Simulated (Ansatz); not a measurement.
Energy profile

The step: BF₃ ([F][B]([F])[F]) + H₂O + H₂O → BHOF₂ ([OH][B]([F])[F]) + H₂O + HF; bonds formed: F2–H7, H5–O8; dative contacts that become bonds: B1–O6; bonds broken: B1–F2, H5–O6, H7–O8 (atoms numbered as in the saddle structure below).

```json
{"atom": "B1", "x (Å)": "-1.0096", "y (Å)": "-0.2783", "z (Å)": "-0.4906"}
{"atom": "F2", "x (Å)": "0.2868", "y (Å)": "0.2248", "z (Å)": "-1.3229"}
{"atom": "F3", "x (Å)": "-0.8769", "y (Å)": "-1.6238", "z (Å)": "-0.5301"}
{"atom": "F4", "x (Å)": "-2.0560", "y (Å)": "0.2618", "z (Å)": "-1.1463"}
{"atom": "H5", "x (Å)": "0.8010", "y (Å)": "0.2604", "z (Å)": "1.0056"}
{"atom": "O6", "x (Å)": "-0.7880", "y (Å)": "0.2450", "z (Å)": "0.8359"}
{"atom": "H7", "x (Å)": "1.1223", "y (Å)": "0.2239", "z (Å)": "-0.5499"}
{"atom": "O8", "x (Å)": "1.6901", "y (Å)": "0.2391", "z (Å)": "0.5159"}
{"atom": "H9", "x (Å)": "-1.2916", "y (Å)": "1.0489", "z (Å)": "0.9797"}
{"atom": "H10", "x (Å)": "2.1219", "y (Å)": "-0.6019", "z (Å)": "0.7028"}
```

Electronic energies by CCSD(T) at an estimated basis limit (MP2 extrapolated from triple and quadruple zeta, plus CCSD(T) − MP2 in triple zeta), on PBE0-D4/def2-TZVP structures; BH₄O₂F₃, closed shell; no counterpoise correction. Program: Ansatz 0.2.0. Basis: def2-TZVPP and def2-QZVPP. Cores are frozen in the correlated methods. Extrapolation: Hartree–Fock as exp(−7.88 √X), correlation as X^−2.97.

Q: Give the profile in kJ/mol, counted from the separated reactants. (An estimate is asked for; the value comes from the calculation.)

A: Computed:
```csv
point,kJ/mol
"separated: BF₃ (linked as [F][B]([F])[F]; B1, F2, F3, F4; singlet) + H₂O (H5, O6, H9; singlet) + H₂O (H7, O8, H10; singlet)",0.0
start structure,-94.1
saddle,-31.1
end structure,-56.1
"separated: BHOF₂ (linked as [OH][B]([F])[F]; B1, F3, F4, O6, H9; singlet) + HF (F2, H7; singlet) + H₂O (H5, O8, H10; singlet)",9.2
```
The saddle lies below the separated reactants: the barrier is submerged.

The T1 diagnostic stays at or below 0.013.

The step is the kind of ligand exchange by which a precursor binds to a hydroxyl group, or is hydrolysed, in atomic layer deposition of oxides.

For scale, one of the runs: CCSD(T)/def2-TZVPP, 242 basis functions, launched by `ansatz run in.yaml --threads 8 --pin off --events-out ev --progress --plain --max-ram 19148MiB`. Hardware: 8 CPU threads of an Arm Neoverse V2, shared host. Wall time 120 s; peak host memory 5.7 GiB.
